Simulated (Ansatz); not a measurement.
Reaction (SMILES): [CH3][Ge]([CH3])([I])[I] [diiodo(dimethyl)germane] -> [CH3][Ge]([CH3])[I] + I atom (the Ge-I bond at the site shown breaks; other sites are not compared here)
Each molecule is optimised on its own at B3LYP-D3(BJ)/def2-TZVP (Ansatz, a program for electronic structure).

Wanted: bond dissociation energy (electronic energy difference), in eV. Valence correlation only, unless marked. UHF or UKS for open shells. No spin-orbit coupling. Frozen are the shells of the preceding noble gas and the d and f shells that filled before the atom's block. Past Kr the def2 sets carry scalar-relativistic core potentials. STO-3G rows are all-electron and non-relativistic. CBS marks a two-point X^-3 extrapolation of the correlation energy; Hartree-Fock from the larger set.

```
level                            program  bond dissociation energy (eV)
------------------------  --------------  -----------------------------
HF/def2-QZVPP                     Ansatz                           2.21
revPBE-D4/def2-TZVPD      Ansatz + dftd4                           3.14
r2SCAN-D3(BJ)/def2-TZVPD  Ansatz + dftd3                           3.22
r2SCAN-D4/def2-TZVPD      Ansatz + dftd4                           3.21
PBE0-D4/def2-TZVP         Ansatz + dftd4                           3.29
PBE0/def2-TZVP                    Ansatz                           3.18
r2SCANh-D4/def2-TZVPD     Ansatz + dftd4                           3.20
```

Question: Estimate the value at CCSD(T)/CBS(def2-TZVPP,def2-QZVPP) as computed with Ansatz.

Answer: 3.33 eV
